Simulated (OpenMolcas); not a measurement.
**Xe III: effect of the basis set**

- Program: OpenMolcas
- Method: SS-RASPT2, IPEA 0.25 Eh, imaginary shift 0.1 Eh (closed shells correlated: 4d)
- Active space: 6 electrons in 9 orbitals (RAS2 5s 5p; RAS3 5d, at most 2 electrons)
- State averaging: 2S+1 = 3 even, 3 roots; 2S+1 = 1 even, 7 roots; 2S+1 = 3 odd, 3 roots; 2S+1 = 1 odd, 3 roots
- Spin-orbit coupling: state interaction with AMFI integrals over the reference wave functions, term energies averaged over their components

A. ANO-RCC-VTZP [7s6p4d2f1g], DKH2, point nucleus; CASPT2 step roughly 12 core-seconds
B. ANO-R2 [7s6p4d2f1g], X2C, finite nucleus; CASPT2 step of the order of 9 core-seconds
C. ANO-RCC-VQZP [8s7p5d3f2g], DKH2, point nucleus; CASPT2 step of the order of 16 core-seconds
D. ANO-RCC [10s9p8d5f3g], DKH2, point nucleus; CASPT2 step roughly 60 core-seconds

Energies in eV above 5s² 5p⁴ ³P₂, the measured ground level; measured values from Saloman, J. Phys. Chem. Ref. Data 33, 765 (2004).

| Level | A | B | C | D | Measured |
| --- | --- | --- | --- | --- | --- |
| 5s² 5p⁴ ³P₂ | 0.0000 | 0.0000 | 0.0000 | 0.0000 | 0.0000 |
| 5s² 5p⁴ ³P₀ | 0.972 | 0.973 | 0.983 | 0.978 | 1.0080 |
| 5s² 5p⁴ ³P₁ | 1.052 | 1.054 | 1.081 | 1.074 | 1.2143 |
| 5s² 5p⁴ ¹D₂ | 2.036 | 2.038 | 2.028 | 2.018 | 2.1200 |
| 5s² 5p⁴ ¹S₀ | 4.309 | 4.313 | 4.313 | 4.293 | 4.4762 |
| 5s 5p⁵ ³P°₂ | 12.317 | 12.343 | 12.237 | 12.213 | 12.1830 |

Deviations, from unrounded energies. A percentage is the sum of absolute deviations over the sum of measured energies, with the sign that they share, or ± where signs differ.

```csv
Against measurement,Levels,A,B,C,D
mean absolute deviation (cm-1),5,940,970,760,790
fine structure of the ground term (%),2,-8.9,-8.8,-7.2,-7.7
other terms of the ground configuration (%),2,-3.8,-3.7,-3.9,-4.3
other configurations (%),1,+1.1,+1.3,+0.4,+0.2
```

C, D lie about equally close to measurement and B furthest from it. The largest miss of C in the table is 5s² 5p⁴ ¹S₀, by -1300 cm-1. The ranking rests on the paired levels alone, and a cruder setting can come out closer through cancelling errors.

Among A to D the level of the table that moves most is 5s 5p⁵ ³P°₂, by 1000 cm-1 (lowest in D, highest in B). Moves below CASPT2's spread within the term are not significant.

CASPT2 breaks the degeneracy within a term, and the mean is taken; among the terms shown or strongly mixed into the levels shown the widest spread is 53 cm-1 (5s² 5p⁴ ¹D, D). Some terms mix strongly with configurations of 5d, whose occupation reaches 0.25 (5s 5p⁵ ³P°) (figures for A; the like holds for B, C, D). The run also gave levels led by 5s 5p⁴ 5d, which use shells meant for correlation; these and all levels above them are left out (holds for A; B). The run also gave levels led by 5s 5p⁴ 5d, 5s² 5p³ 5d, which use shells meant for correlation; these and all levels above them are left out (holds for C; D). Measured partners are found by configuration, term and J. A level has none where our copy of the source lacks it or the pairing is in doubt (some pairs that miss far off the trend of their configuration count as doubtful), and it then counts in no deviation. Only configurations of the active space appear. Levels that lie high or do not pair safely by name in every column are left out.

° marks odd parity.
